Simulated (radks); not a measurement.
Values are calculated unless marked as measured or tabulated.
Q: Rb, 37 electrons, occupied as [Kr] 5s1. Level of theory: Dirac Kohn-Sham, OLYP, spin-unpolarised, spherical densities, finite nucleus; Fermi nuclear charge, rms radius 4.2036 fm (a radial shooting solver on a logarithmic mesh with Libxc functionals). Some entries of the table are withheld. Estimate them.

| orbital | occ. | eigenvalue (Ry) | <1/r> (bohr^-1) |
|---|---|---|---|
| 1s1/2 | 2 | -1104.397 | 37.87 |
| 2s1/2 | 2 | (1) | 8.504 |
| 2p1/2 | 2 | -133.9653 | (2) |
| 2p3/2 | 4 | -129.4988 | (3) |
| 3s1/2 | 2 | -21.95276 | 2.826 |
| 3p1/2 | 2 | (4) | 2.714 |
| 3p3/2 | 4 | (5) | 2.639 |
| 3d3/2 | 4 | (6) | 2.407 |
| 3d5/2 | 6 | (7) | 2.388 |
| 4s1/2 | 2 | -2.34891 | 0.9206 |
| 4p1/2 | 2 | -1.22143 | (8) |
| 4p3/2 | 4 | -1.15674 | (9) |
| 5s1/2 | 1 | -0.14434 | 0.2343 |

A: 
(1) 2s1/2 eigenvalue (Ry): -147.6746
(2) 2p1/2 <1/r> (bohr^-1): 8.473
(3) 2p3/2 <1/r> (bohr^-1): 8.161
(4) 3p1/2 eigenvalue (Ry): -17.03699
(5) 3p3/2 eigenvalue (Ry): -16.36462
(6) 3d3/2 eigenvalue (Ry): -7.76923
(7) 3d5/2 eigenvalue (Ry): -7.65457
(8) 4p1/2 <1/r> (bohr^-1): 0.7842
(9) 4p3/2 <1/r> (bohr^-1): 0.7650
